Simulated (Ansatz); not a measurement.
The cluster Si₂O₃: single points at one geometry.

```yaml
crystal:
  periodic: [false, false, false]
  atoms:
    - {symbol: Si, position_ang: [-1.827947, 1.696366, -0.374238]}
    - {symbol: Si, position_ang: [0.665714, -0.616130, 0.136166]}
    - {symbol: O, position_ang: [1.938224, 0.263741, 0.261393]}
    - {symbol: O, position_ang: [-0.077116, -1.978811, 0.119001]}
    - {symbol: O, position_ang: [-0.698875, 0.634834, -0.142332]}
basis:
  gaussian: {orbitals: def2-SVP, initial_orbitals: start.molden}
hamiltonian: {xc: pbe, dispersion: d4}
scf: {omitted_lower_state_checks: [starts]}
output: {orbitals: {seedname: orbitals}}
```

The file start.molden holds the orbitals of an earlier run on this structure, at another level or in another basis.

```sh
$ ansatz run in.yaml --threads 4 --pin off --events-out ev --progress --plain --max-ram 4787MiB
```

Output, abridged:

```
Functional definition: PBE
821 factors; their error is unknown
mean field evaluation 1: about -21872.4069 eV, gradient 1.2e1 eV
mean field evaluation 2: about -21872.9291 eV, gradient 9.2e-1 eV
mean field evaluation 4: about -21872.8634 eV, gradient 5.7e-2 eV
mean field -21872.86337992 eV, -803.8129032527 hartree, gradient 2.8e-5 eV, S^2 0.000000; 0 other end points of the search recorded, 0 dependent functions left out
reference -21872.86340965 eV, -803.8129043453 hartree; 26, 26 occupied and 52, 52 virtual orbitals, 821 factors
Total energy: -21873.02037500 eV, -803.8186727155 hartree
Checks for a lower state left out: starts
```

Hardware: 4 threads of Arm Neoverse V1 on a shared host. Wall time 0.55 s.

First input, but with `gaussian: {orbitals: def2-TZVP, initial_orbitals: start.molden}`, `hamiltonian: {xc: {name: BLYP}, dispersion: d4}`, `output: {forces: true, orbitals: {seedname: orbitals}}` (abridged; 1.4 s):

```
Functional definition: BLYP
mean field -21900.75397677 eV, -804.8378637820 hartree, gradient 1.9e-5 eV, S^2 0.000000
Total energy: -21901.09527479 eV, -804.8504062531 hartree
Atom 0 force     0.691745    -0.653072     0.142242 eV/Å
Atom 1 force    -0.166520     0.148930    -0.033390 eV/Å
Atom 2 force    -0.407727    -0.380599    -0.033768 eV/Å
Atom 3 force     0.333624     0.458433     0.017684 eV/Å
Atom 4 force    -0.451122     0.426308    -0.092768 eV/Å
Dipole moment:    -1.433113     1.328556    -0.293379 e Å
Checks for a lower state left out: starts
```

First input, but with `gaussian: {orbitals: 6-31G}`, `hamiltonian: {xc: hf}` (abridged; 0.2 s):

```
Functional definition: HF
mean field -21830.19256848 eV, -802.2447798556 hartree, gradient 1.2e-5 eV, S^2 0.000000
Total energy: -21830.19256848 eV, -802.2447798556 hartree
Checks for a lower state left out: starts
```

First input, but with `gaussian: {orbitals: def2-TZVP, initial_orbitals: start.molden}` (abridged; 1.1 s):

```
Functional definition: PBE
mean field -21886.62680349 eV, -804.3186997397 hartree, gradient 2.1e-5 eV, S^2 0.000000
Total energy: -21886.78380777 eV, -804.3244695407 hartree
Checks for a lower state left out: starts
```

As the first input, with `gaussian: {orbitals: def2-TZVP, initial_orbitals: start.molden}`, `hamiltonian: {xc: r2scan, dispersion: d4}` (abridged; 2.4 s):

```
Functional definition: r2SCAN
mean field -21896.24394736 eV, -804.6721232581 hartree, gradient 1.6e-5 eV, S^2 0.000000
Total energy: -21896.28027916 eV, -804.6734584274 hartree
Checks for a lower state left out: starts
```

The first input with `gaussian: {orbitals: STO-3G}`, `hamiltonian: {xc: hf}` (abridged; 0.1 s):

```
Functional definition: HF
mean field -21567.11332383 eV, -792.5767959362 hartree, gradient 2.4e-5 eV, S^2 0.000000
Total energy: -21567.11332383 eV, -792.5767959362 hartree
Checks for a lower state left out: starts
```

First input, but with `gaussian: {orbitals: def2-TZVP, initial_orbitals: start.molden}`, `hamiltonian: {xc: pbe0, dispersion: d4}` (abridged; 2 s):

```
Functional definition: PBE0
mean field -21887.20458463 eV, -804.3399328050 hartree, gradient 9.0e-6 eV, S^2 0.000000
Total energy: -21887.33871546 eV, -804.3448620223 hartree
Checks for a lower state left out: starts
```

Geometry: PBE-D4/def2-SVP.

The structure comes from a short search, and lower isomers may exist.
